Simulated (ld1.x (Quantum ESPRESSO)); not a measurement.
# Reading a pseudo-wave (Ge)

Columns: radius, all-electron u(r) and pseudo u(r) of the 4p shell (level -4.07 eV) of germanium in the configuration [Ar] 3d10 4s1.75 4p2.25; PBE, scalar-relativistic, ultrasoft scheme, ld1.x (Quantum ESPRESSO) 7.5.

| r (bohr) | all-electron | pseudo |
| --- | --- | --- |
| 0.115 | 0.1489 | 0.0063 |
| 0.230 | -0.0097 | 0.0249 |
| 0.345 | -0.1871 | 0.0549 |
| 0.460 | -0.2496 | 0.0947 |
| 0.575 | -0.2147 | 0.1423 |
| 0.690 | -0.1257 | 0.1954 |
| 0.805 | -0.0152 | 0.2516 |
| 0.920 | 0.0977 | 0.3084 |
| 1.035 | 0.2032 | 0.3638 |
| 1.150 | 0.2967 | 0.4158 |
| 1.265 | 0.3768 | 0.4629 |
| 1.380 | 0.4434 | 0.5041 |
| 1.495 | 0.4974 | 0.5388 |
| 1.610 | 0.5401 | 0.5670 |
| 1.725 | 0.5727 | 0.5890 |
| 1.840 | 0.5963 | 0.6051 |
| 1.955 | 0.6121 | 0.6161 |
| 2.070 | 0.6212 | 0.6224 |
| 2.185 | 0.6245 | 0.6247 |
| 2.300 | 0.6229 | 0.6229 |
| 2.415 | 0.6172 | 0.6172 |
| 2.530 | 0.6082 | 0.6082 |
| 2.645 | 0.5964 | 0.5964 |
| 2.760 | 0.5825 | 0.5825 |
| 2.875 | 0.5668 | 0.5668 |
| 2.990 | 0.5498 | 0.5498 |

Problem. How many radial nodes do the two functions have?

Solution. The all-electron 4p function has n − l − 1 = 2; the pseudo-wave has 0, since the states of the same l below it are removed with the core.

Problem. At about which radius was the pseudo-wave matched?

Solution. 2.30 bohr, where the columns begin to agree (steps of 0.12 bohr).

Problem. Where does each function peak?

Solution. Outermost all-electron maximum near 2.19 bohr, pseudo maximum near 2.19 bohr (to the table’s step).

Problem. Is the pseudo-wave norm-conserving?

Solution. No, it belongs to an ultrasoft set: the norm inside the radius is not constrained, and the difference is carried by the augmentation charge.
